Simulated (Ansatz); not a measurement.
Reaction: H4BSiO (SMILES [O]B[SiH3], doublet) → H4BSiO (SMILES [BH]O[SiH3], doublet)
Each species at its own B3LYP-D3(BJ)/def2-TZVP minimum (Ansatz, a quantum-chemistry and plane-wave program).

Total energies in hartree (Ansatz). Radicals and triplets start from unrestricted determinants; spin-orbit coupling is neglected. Correlated methods leave the cores frozen. No relativity. The UHF reference of H4BOSi ([O]B[SiH3], doublet) is spin-contaminated (<S^2> up to 0.04 over the pure value in the sets run).

```csv
species,HF/cc-pV(T+d)Z,CCSD(T)/cc-pV(T+d)Z,HF/cc-pV(Q+d)Z,CCSD(T)/cc-pV(Q+d)Z,CCSD(T)/cc-pV(D+d)Z,CCSDT(Q)/cc-pV(D+d)Z
"1: H4BSiO (SMILES B([SiH3])[O], doublet)",-390.84513,-391.34586,-390.85624,-391.38706,-391.21255,-391.21570
"2: H4BSiO (SMILES O([SiH3])[BH], doublet)",-390.88219,-391.36536,-390.89425,-391.40803,-391.22027,-391.22196
```

Question: Work out the isomerisation energy (electronic) in kcal/mol: take Hartree-Fock from cc-pV(Q+d)Z, extrapolate the CCSD(T) correlation energy as X^-3 (X = 3, 4), and add CCSDT(Q) - CCSD(T) in cc-pV(D+d)Z. 1 hartree = 627.51 kcal/mol.

Answer: 
Species 1: correlation (64·(-0.53082) - 27·(-0.50073))/37 = -0.55278; step -0.00315; E1 = -390.85624 + (-0.55278) + (-0.00315) = -391.41217
Species 2: correlation (64·(-0.51378) - 27·(-0.48317))/37 = -0.53612; step -0.00169; E2 = -390.89425 + (-0.53612) + (-0.00169) = -391.43206
-1·E1 +1·E2 = -0.01989 hartree = -12.5 kcal/mol.
